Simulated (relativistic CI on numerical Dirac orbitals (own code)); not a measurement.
W4+ (5d2) in a crystal field

Calculated by Dirac-Coulomb-Breit CI, separate exchange-only KLI orbitals for each configuration, model QED, valence Slater integrals scaled by 0.65, one configuration in a parametric crystal field (own radial code).

Field parameters in Wybourne normalisation: Td as Oh with Dq negative (B⁴₀ = 21Dq, B⁴₄ = √(5/14) B⁴₀). The field is a parameter set, without covalency.

S is read from ⟨S²⟩ = S(S + 1).

Levels (cm⁻¹, degeneracy): 0 (3), 6489 (2), 13115 (1), 13545 (3), 13926 (1), 14352 (3), 15599 (2), 19610 (3), 19826 (3), 20592 (2), 21428 (1), 21658 (3).

(1) Which field gives this pattern?
A. Td, 10Dq = -9800 cm⁻¹
B. Td, 10Dq = -12850 cm⁻¹
C. Td, 10Dq = -18900 cm⁻¹
D. Td, 10Dq = -6800 cm⁻¹

Results:

(1) B. Td, 10Dq = -12850 cm⁻¹, ground level with S = 0.99.
